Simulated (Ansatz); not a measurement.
`S[SiH2][SiH2][GeH3]` + `[AlH3]` → `[AlH2][SiH2]S` + `[SiH3][GeH3]`  (formal exchange of groups at the Si–Si bond)

Program: Ansatz. Geometries: PBE0-D4/def2-TZVP. ΔE: electronic, gas phase. CBS: MP2 limit from def2 TZ/QZ plus the TZ coupled-cluster correction, frozen cores. This one scheme is used for every species. Functionals use def2-TZVPP. B3LYP here is the variant with VWN-RPA as its local correlation; programs differ in this. For Ge outer-core shells are correlated without core-valence functions, which leaves a few kJ/mol of doubt a bond. Scalar relativity is left out up to krypton. Each species was taken in one conformer, which may not be the lowest.

| level | ΔE (kJ/mol) |
| --- | --- |
| B3LYP-D4 | 5.1 |
| ωB97X-V | 2.9 |
| B2PLYP | -0.1 |
| PBE0 | -2.3 |
| HF/def2-TZVPP | -6.4 |
| MP2/def2-TZVPP | 7.1 |
| SCS-MP2/def2-TZVPP | 3.7 |
| CCSD(T)/def2-TZVPP | 2.6 |

**Question.** What does CCSD(T)/CBS give? (Best estimate.)

**Answer.** Computed: +4.0 kJ/mol. The listed levels differ from it by 1.1, -1.1, -4.1, -6.3, -10.4, 3.1, -0.3, -1.4 kJ/mol.

Largest T1 diagnostic among the species: 0.012.

In def2-TZVPP, CCSD(T) changes the Hartree–Fock value by +9.0 kJ/mol (the triples alone add +2.1 kJ/mol) and MP2 by +13.5 kJ/mol. The D4 term adds +9.7 kJ/mol with B3LYP and +5.6 kJ/mol with PBE0; it sums over pairs of atoms, weighted by their polarisabilities, and B3LYP, whose exchange is more repulsive, gets the larger term.
